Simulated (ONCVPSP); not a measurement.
## Reading a pseudo-wave (Ti (Z = 22))

Columns: radius, all-electron u(r) and pseudo u(r) of the 3d shell (level -4.26 eV) of titanium in the configuration [Ne] 3s2 3p6 3d2 4s2; PBE, scalar-relativistic, ONCV scheme, ONCVPSP 4.0.1.

```
r (bohr)  all-electron  pseudo
   0.075        0.0156  0.0031
   0.150        0.0784  0.0237
   0.225        0.1754  0.0740
   0.300        0.2853  0.1577
   0.375        0.3929  0.2690
   0.450        0.4895  0.3954
   0.525        0.5713  0.5206
   0.600        0.6380  0.6301
   0.675        0.6895  0.7140
   0.750        0.7266  0.7687
   0.825        0.7510  0.7966
   0.900        0.7644  0.8036
   0.975        0.7689  0.7971
   1.050        0.7662  0.7831
   1.125        0.7578  0.7662
   1.200        0.7451  0.7482
   1.275        0.7291  0.7299
   1.350        0.7108  0.7109
   1.425        0.6909  0.6909
   1.500        0.6699  0.6699
   1.575        0.6482  0.6482
   1.650        0.6263  0.6263
   1.725        0.6043  0.6043
   1.800        0.5826  0.5826
   1.875        0.5612  0.5612
   1.950        0.5403  0.5403
```

Task: How many radial nodes do the two functions have?

Result: The all-electron 3d function has n − l − 1 = 0; the pseudo-wave has 0.

Task: At about which radius was the pseudo-wave matched?

Result: 1.40 bohr, where the columns begin to agree (steps of 0.07 bohr).

Task: Is the pseudo-wave norm-conserving?

Result: Yes: the ONCV scheme keeps the norm inside the radius equal to the all-electron one, which fixes the energy derivative of the logarithmic derivative at the level.
